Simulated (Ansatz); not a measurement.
Cs2F3. Charge 0, multiplicity 2. Geometry relaxed at r2SCAN-D4/def2-SVP.

```xyz
5

Cs    1.6979   -1.0556   -0.5755
Cs   -1.2508    1.5756    0.5319
F    -1.1032   -0.8715   -0.8669
F    -0.6175   -1.1285    1.0357
F     1.2735    1.4799   -0.1251
```

In the def2 sets Cs takes a core potential; there is no spin–orbit coupling. In the doublet, F3 and F4 lie 1.98 Å apart (atoms count from 1), so these atoms are partly bonded to each other. The structure comes from a short search, and lower isomers may exist.

(1) Estimate the harmonic wavenumbers at UKS r2SCAN-D4/def2-SVP (Ansatz, unscaled). Is this a minimum?

## Answers

(1) 75, 80, 166, 169, 170, 176, 242, 270, 408 cm⁻¹. Yes, no mode is imaginary beyond noise. Zero-point energy 10.5 kJ/mol. Hardware: 4 threads of Arm Neoverse V1 on a shared host. Wall time 81 s.
